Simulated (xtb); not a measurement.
C$_{3}$H$_{9}$N, charge +1, doublet, from a rough starting geometry (a state made from the parent by changing its charge; the spin is typed, not shown lowest); GFN2-xTB (xtb 6.7.1).

The xtb input:
```
$ xtb mol.xyz --gfn 2 --chrg 1 --uhf 1 --opt vtight --json

# file mol.xyz
13

C     -1.87194273    -0.00539383     0.19673439
C     -0.48821328    -0.43319280    -0.17148130
N      0.51275726     0.63741850     0.07320080
C      1.81497896     0.22989525    -0.26641485
H     -2.10436700     0.92384064    -0.25316721
H     -2.61441762    -0.74237324     0.03329267
H     -1.90021613     0.22742854     1.23891379
H     -0.17681383    -1.35674543     0.36475034
H     -0.45517338    -0.64810609    -1.22644052
H      0.49867950     0.84158277     1.06513434
H      2.50999993     1.09487170    -0.03383869
H      1.93983302     0.07694610    -1.33469882
H      2.22586785    -0.67360616     0.23045680
```

The log (banner, timings and long lists left out):

```
   ID    Z sym.   atoms
    1    6 C      1, 2, 4
    2    7 N      3
    3    1 H      5-13

           -------------------------------------------------
          |                Calculation Setup                |
           -------------------------------------------------

           -------------------------------------------------
          |                 G F N 2 - x T B                 |
           -------------------------------------------------

          ...................................................
          :                      SETUP                      :
          :.................................................:
          :  # basis functions                  25          :
          :  # atomic orbitals                  25          :
          :  # shells                           17          :
          :  # electrons                        25          :
          :  max. iterations                   250          :
          :  Hamiltonian                  GFN2-xTB          :
          :  restarted?                      false          :
          :  GBSA solvation                  false          :
          :  PC potential                    false          :
          :  electronic temp.          300.0000000     K    :
          :  accuracy                    1.0000000          :
          :  -> integral cutoff          0.2500000E+02      :
          :  -> integral neglect         0.1000000E-07      :
          :  -> SCF convergence          0.1000000E-05 Eh   :
          :  -> wf. convergence          0.1000000E-03 e    :
          :  Broyden damping             0.4000000          :
          :  net charge                          1          :
          :  unpaired electrons                  1          :
          ...................................................

 iter      E             dE          RMSdq      gap      omega  full diag
   1    -13.5291798 -0.135292E+02  0.337E+00   10.55       0.0  T
   2    -13.5869861 -0.578063E-01  0.230E+00   11.22       1.0  T
   3    -13.6101053 -0.231192E-01  0.131E+00   11.05       1.0  T
   4    -13.6111019 -0.996600E-03  0.902E-01   11.25       1.0  T
   5    -13.6196497 -0.854780E-02  0.136E-01   11.22       1.0  T
   6    -13.6196919 -0.422220E-04  0.719E-02   11.22       1.0  T
   7    -13.6196809  0.109778E-04  0.453E-02   11.22       1.0  T
   8    -13.6197081 -0.271844E-04  0.108E-02   11.22       2.6  T
   9    -13.6197094 -0.126021E-05  0.348E-03   11.22       8.0  T
  10    -13.6197095 -0.152346E-06  0.624E-04   11.22      44.4  T
  11    -13.6197095 -0.415404E-08  0.975E-05   11.22     284.3  T

   *** convergence criteria satisfied after 11 iterations ***

         :::::::::::::::::::::::::::::::::::::::::::::::::::::
         ::                     SUMMARY                     ::
         :::::::::::::::::::::::::::::::::::::::::::::::::::::
         :: total energy             -13.420141474780 Eh    ::
         :: gradient norm              0.109385477434 Eh/a0 ::
         :: HOMO-LUMO gap             11.222983132858 eV    ::
         ::.................................................::
         :: SCC energy               -13.619707303449 Eh    ::
         :: -> isotropic ES            0.097072897098 Eh    ::
         :: -> anisotropic ES         -0.010783009838 Eh    ::
         :: -> anisotropic XC          0.010988301188 Eh    ::
         :: -> dispersion             -0.004292239918 Eh    ::
         :: repulsion energy           0.199565828669 Eh    ::
         :: add. restraining           0.000000000000 Eh    ::
         :: total charge               1.000000000015 e     ::
         :::::::::::::::::::::::::::::::::::::::::::::::::::::

      -----------------------------------------------------------
     |                   =====================                   |
     |                        A N C O P T                        |
     |                   =====================                   |
[...]
 * total energy  :   -13.4487283 Eh     change       -0.7521207E-06 Eh
 * total energy  :   -13.4487289 Eh     change       -0.6792042E-06 Eh
 * total energy  :   -13.4487297 Eh     change       -0.7429458E-06 Eh
 * total energy  :   -13.4487306 Eh     change       -0.9223175E-06 Eh
 * total energy  :   -13.4487317 Eh     change       -0.1119076E-05 Eh
 * total energy  :   -13.4487329 Eh     change       -0.1182029E-05 Eh
 * total energy  :   -13.4487339 Eh     change       -0.1011581E-05 Eh
 * total energy  :   -13.4487346 Eh     change       -0.7063768E-06 Eh
 * total energy  :   -13.4487351 Eh     change       -0.4290569E-06 Eh
 * total energy  :   -13.4487353 Eh     change       -0.2454523E-06 Eh
 * total energy  :   -13.4487354 Eh     change       -0.1444979E-06 Eh
 * total energy  :   -13.4487355 Eh     change       -0.9301311E-07 Eh
   *** GEOMETRY OPTIMIZATION CONVERGED AFTER 41 ITERATIONS ***
         :: total energy             -13.448735539467 Eh    ::
[...]
        16                         -0.0693463              -1.8870
        17                         -0.0621967              -1.6925
        18                         -0.0365816              -0.9954
        19                         -0.0268624              -0.7310
        20                         -0.0076733              -0.2088
        21                          0.0148071               0.4029
        22                          0.0414613               1.1282
        23                          0.0796206               2.1666
        24                          0.0925583               2.5186
        25                          0.1203213               3.2741
      -------------------------------------------------------------
                  HL-Gap            0.3845657 Eh           10.4646 eV
             Fermi-level           -0.5001686 Eh          -13.6103 eV

     #   Z          covCN         q      C6AA      α(0)
     1   6 C        3.754    -0.142    23.297     6.883
     2   6 C        3.734    -0.015    20.929     6.529
     3   7 N        2.681    -0.020    21.636     6.908
     4   6 C        3.685    -0.085    22.330     6.765
     5   1 H        0.925     0.099     1.794     2.095
     6   1 H        0.925     0.102     1.771     2.081
     7   1 H        0.925     0.099     1.799     2.097
     8   1 H        0.922     0.159     1.332     1.805
     9   1 H        0.922     0.158     1.341     1.811
    10   1 H        0.860     0.228     0.972     1.545
    11   1 H        0.923     0.150     1.390     1.844
    12   1 H        0.925     0.117     1.639     2.002
    13   1 H        0.923     0.150     1.391     1.845

 Mol. C6AA /au·bohr⁶  :        881.010766
 Mol. C8AA /au·bohr⁸  :      18416.385808
 Mol. α(0) /au        :         44.209573

Wiberg/Mayer (AO) data.
largest (>0.10) Wiberg bond orders for each atom

 ---------------------------------------------------------------------------
     #   Z sym  total        # sym  WBO       # sym  WBO       # sym  WBO
 ---------------------------------------------------------------------------
     1   6 C    3.975 --     2 C    1.032     6 H    0.974     7 H    0.955
                             5 H    0.955
     2   6 C    3.956 --     3 N    1.147     1 C    1.032     9 H    0.857
                             8 H    0.854
     3   7 N    3.438 --     2 C    1.147     4 C    1.131    10 H    0.918
     4   6 C    3.946 --     3 N    1.131    12 H    0.970    13 H    0.891
                            11 H    0.890
     5   1 H    0.990 --     1 C    0.955
     6   1 H    0.990 --     1 C    0.974
     7   1 H    0.990 --     1 C    0.955
     8   1 H    0.967 --     2 C    0.854
     9   1 H    0.968 --     2 C    0.857
    10   1 H    0.948 --     3 N    0.918
    11   1 H    0.974 --     4 C    0.890
    12   1 H    0.986 --     4 C    0.970
    13   1 H    0.974 --     4 C    0.891
 ---------------------------------------------------------------------------

Topologies differ in total number of bonds
Writing topology from bond orders to xtbtopo.mol

molecular dipole:
                 x           y           z       tot (Debye)
 q only:        0.664       0.111      -0.046
   full:        0.726       0.166      -0.004       1.892
molecular quadrupole (traceless):
                xx          xy          yy          xz          yz          zz
 q only:        7.395       1.911      -3.413      -0.591       1.474      -3.982
  q+dip:        5.305       2.015      -2.287       0.014       1.711      -3.018
   full:        5.955       2.002      -2.633      -0.150       1.609      -3.322

optimized geometry written to: xtbopt.xyz

           -------------------------------------------------
          | TOTAL ENERGY              -13.448735539467 Eh   |
          | GRADIENT NORM               0.000021865580 Eh/α |
          | HOMO-LUMO GAP              10.464564061100 eV   |
           -------------------------------------------------
```
